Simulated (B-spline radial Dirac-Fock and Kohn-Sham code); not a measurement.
Isotope-shift constants of the inner levels of Fe²⁺

System: Fe²⁺, configuration [Ar] 3d6.

Calculated with a B-spline atomic structure program, using first-order field-shift and mass-shift constants from Dirac-Fock ground and hole states with a Fermi nucleus; the mass shift has no relativistic recoil terms. A binding energy shifts by δE = F·δ⟨r²⟩ + (K_N + K_S)·δ(1/M); F is taken for a change of radius at fixed skin thickness and so holds the higher radial moments.

```
     level  F (meV/fm²)  K_N (meV u)  K_S (meV u)
    K (1s)       -3.408        -3926         1473
   L1 (2s)      -0.3190       -484.5       -139.7
L2 (2p1/2)      0.03014       -414.6        387.0
L3 (2p3/2)      0.03111       -407.8        370.1
   M1 (3s)     -0.04572       -71.30       -36.82
M2 (3p1/2)     0.003381       -49.90        38.72
M3 (3p3/2)     0.003523       -49.05        35.35
```

Line shifts in meV from A = 56 (mass 55.9349 u, rms radius 3.7377 fm); radii from Angeli and Marinova (2013).

```
 A  mass (u)  radius (fm)    Kα1    Kα2    Kβ1    Lβ3
54   53.9396       3.6933  -0.46  -0.47  -0.49  -0.30
57   56.9354       3.7532  +0.36  +0.36  +0.37  +0.15
58   57.9333       3.7745      ?      ?      ?      ?
```

Question: What are the shifts for A = 58?

Answer: Kα1 +0.54 meV (field -0.95, mass +1.49); Kα2 +0.54 meV (field -0.95, mass +1.50); Kβ1 +0.56 meV (field -0.94, mass +1.50); Lβ3 +0.29 meV (field -0.09, mass +0.38).
